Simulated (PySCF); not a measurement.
PySCF 2.14 output of a UHF calculation on a single atom or ion in jorge-DZP-DKH, with scalar relativity by spin-free X2C-1e:

```
SCF conv_tol = 1e-09
number electrons alpha = 2  beta = 1
cycle= 1 E= -7.43268382674642  delta_E= -1.67e-11  |g|= 1.21e-06  |ddm|= 1.73e-05
converged SCF energy = -7.43268382674642  <S^2> = 0.750016  2S+1 = 2.000016
```

The run itself started from symmetry-adapted Hartree-Fock orbitals and held the occupation by maximum overlap, so the iterations belong to that start.

Q: Which element, charge and spin multiplicity is this?

A: Li (lithium, neutral), multiplicity 2; the state was [He] 2s1, 2S determinant.
